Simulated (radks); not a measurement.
The numbers below are computed, except where a source is named.
Ionisation of Nb32+, [He] 2s2 2p5, to Nb33+, [He] 2s2 2p4, under several functionals. Dirac Kohn-Sham, spin-unpolarised, spherical densities, finite nucleus; open shells are shared between the two j in proportion to 2j + 1; a radial shooting solver on a logarithmic mesh with Libxc functionals. The NIST Atomic Spectra Database gives 4187 eV (semi-empirical). Rank these functionals by the error of their Delta-SCF ionisation energy: OLYP; LDA (Slater exchange, VWN5 correlation); XLYP; Wu-Cohen GGA; LDA (Slater exchange, Perdew-Zunger correlation); BLYP; AM05; exchange-only PBE.

Answer. From best to worst: AM05 4226.3 eV (+39.3); LDA (Slater exchange, Perdew-Zunger correlation) 4226.6 eV (+39.6); LDA (Slater exchange, VWN5 correlation) 4226.6 eV (+39.6); exchange-only PBE 4227.3 eV (+40.3); Wu-Cohen GGA 4229.0 eV (+42.0); BLYP 4229.7 eV (+42.7); XLYP 4230.0 eV (+43.0); OLYP 4232.8 eV (+45.8). Spin polarisation and multiplet splitting are left out, so open shells lie too high by an amount that depends on their filling. Sharing an open shell by 2j + 1 raises it above the true ground level by a part of the spin-orbit splitting, which enters the differences from NIST.

Beside tabulated values, note that spin-unpolarised runs miss the spin-polarisation part of the exchange energy of open shells.
